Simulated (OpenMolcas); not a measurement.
# InCNF2 (SMILES N#[C][In]([F])[F]): entropy by statistical mechanics

A singlet with charge 0, relaxed at HF/3-21G (OpenMolcas 26.06):

```xyz
5

N     1.2969   -1.5909    1.5882
C     0.7275   -0.8935    0.8819
In   -0.3132    0.3811   -0.4092
F    -1.8605   -0.1484   -1.3693
F     0.1992    2.1780   -0.7329
```

Harmonic wavenumbers in cm⁻¹: 157, 166, 242, 363, 403, 487, 817, 840, 2510.

Masses in u: N 14.007, C 12.011, In 114.818, F 18.998. Take T = 298.15 K, p = 1 bar, R = 8.3145 J/(mol K), kT/hc = 207.22 cm⁻¹, rigid rotor and harmonic oscillator.

Q: Compute the standard molar entropy.

A: 
1. Translation (Sackur–Tetrode): S = R[3/2 ln M + 5/2 ln T − 1.1517] with M = 178.832 gives 173.5 J/(mol K).
2. Rotation: principal moments 95.555, 234.944, 330.500 u Å² give A, B, C = 0.1764, 0.0718, 0.051 cm⁻¹; the symmetry number is σ = 2; q = (√π/σ)√((kT/hc)³/ABC) = 104015; S = R(ln q + 3/2) = 108.5.
3. Vibration: with u = ν̃/207.22, each mode gives R[u/(eᵘ − 1) − ln(1 − e⁻ᵘ)]; the sum is 41.7, most from 157 cm⁻¹ (10.8), 166 cm⁻¹ (10.4), 242 cm⁻¹ (7.5).
4. Spin: R ln 1 = 0.0.
5. Sum: 173.5 + 108.5 + 41.7 + 0.0 = 323.7 J/(mol K).

No measured value is set beside it here. Where a soft mode is a torsion, a harmonic oscillator describes it poorly. The set lacks polarisation functions, so shape and wavenumbers are rough.
